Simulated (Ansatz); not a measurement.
Geometry optimisation, RKS BLYP-D4/def2-SVP (Ansatz).

input.yaml

```yaml
crystal:
  periodic: [false, false, false]
  atoms:
    - { symbol: Si, position_ang: [-0.288553, -0.160077, 0.314056] }
    - { symbol: F, position_ang: [-0.679877, -1.613803, -0.396837] }
    - { symbol: C, position_ang: [1.067713, 0.283124, -0.867664] }
    - { symbol: H, position_ang: [0.942311, -0.601007, -1.494519] }
    - { symbol: O, position_ang: [-1.671163, 0.773841, 0.375235] }
    - { symbol: O, position_ang: [0.242584, -0.372246, 1.872739] }
    - { symbol: H, position_ang: [2.070878, 0.28444, -0.403255] }
    - { symbol: H, position_ang: [0.927737, 1.207215, -1.458941] }
    - { symbol: H, position_ang: [-2.177449, 0.847785, -0.455424] }
    - { symbol: H, position_ang: [-0.434081, -0.649371, 2.51461] }
basis:
  gaussian: { orbitals: def2-SVP }
hamiltonian:
  xc: blyp
  dispersion: d4
relax:
  f_tol: 0.03
  max_steps: 50
output:
  orbitals: {}
```

Command:

```bash
$ ansatz run input.yaml --threads 2 --pin off --max-ram 3072MiB --backend cpu --events-out ev --progress --plain --runs-dir out
```

Task: Where does it end, and by what steps?

Result: It converged. After 15 steps the energy has fallen by 0.273 eV; H8 moved furthest, 0.87 Å.

```
step  energy less start (eV)  largest force component (eV/Å)  accepted
   0                  0.0000                           0.724       yes
   1                 -0.1806                           0.556       yes
   2                 -0.2227                           0.452       yes
   3                 -0.1299                           1.493        no
   4                 -0.2289                           0.520       yes
   5                 -0.2407                           0.075       yes
   6                 -0.2506                           0.042       yes
   7                 -0.2386                           0.630        no
   8                 -0.2572                           0.035       yes
   9                 -0.2618                           0.183       yes
  10                 -0.2653                           0.208       yes
  11                 -0.2692                           0.138       yes
  12                 -0.2719                           0.089       yes
  13                 -0.2728                           0.072       yes
  14                 -0.2731                           0.038       yes
  15                 -0.2732                           0.004       yes
```

```xyz
10
Properties=species:S:1:pos:R:3
Si -0.301 -0.246 0.266
F -0.767 -1.779 -0.110
C 1.095 0.243 -0.865
H 0.813 0.107 -1.928
O -1.675 0.704 0.151
O 0.254 -0.165 1.831
H 1.992 -0.377 -0.665
H 1.369 1.306 -0.711
H -2.346 0.407 -0.488
H -0.434 -0.201 2.520
```

Run time: 21 s on 2 threads of Intel(R) Xeon(R) Platinum 8488C (Sapphire Rapids), with other jobs on the host, peak memory 0.17 GiB.
